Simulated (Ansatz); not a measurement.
System: sum formula BN₂H₄Br, net charge 0, singlet state. 
Structure (B3LYP-D3(BJ)/def2-TZVP (Ansatz, a quantum-chemistry and plane-wave program) minimum search):
SMILES: NB(N)Br
```xyz
8

N      1.2961    -1.5500     0.2936
B      0.0337    -0.9635     0.1149
N     -1.1839    -1.6610     0.0892
Br    -0.0346     0.9913    -0.1182
H      2.1410    -1.0087     0.3048
H      1.4346    -2.5379     0.4205
H     -2.0640    -1.1969    -0.0418
H     -1.2530    -2.6582     0.1990
```
Charge 0, spin multiplicity 1.

Total electronic energies in hartree. Correlated levels leave the core frozen unless marked. No spin-orbit coupling. Frozen are the shells of the preceding noble gas and the d and f shells that filled before the atom's block. No relativistic terms. CBS(X,Y): correlation extrapolated as X^-3; Hartree-Fock from the larger set. [CCSD(T)-MP2]/basis is that difference in the basis named.

| level | program | energy (Eh) |
|---|---|---|
| HF/aug-cc-pVTZ | Ansatz | -2708.56901 |
| RI-HF/cc-pVTZ | Ansatz | -2708.56584 |
| RI-HF/aug-cc-pVQZ | Ansatz | -2708.58012 |
| RI-HF/cc-pVQZ | Ansatz | -2708.57924 |
| MP2/CBS(cc-pVTZ,cc-pVQZ) | Ansatz | -2709.3607 |
| CCSD(T)/STO-3G | Ansatz | -2679.14827 |
| CCSD(T)/cc-pVQZ | Ansatz | -2709.37729 |
| RI-MP2/CBS(aug-cc-pVTZ,aug-cc-pVQZ)+[CCSD(T)-MP2]/aug-cc-pVQZ | Ansatz | -2709.4183 |
| CCSD(T)/CBS(aug-cc-pVTZ,aug-cc-pVQZ) | Ansatz | -2709.4155 |

Totals of different functionals don't rank their quality; only differences between species are comparable.
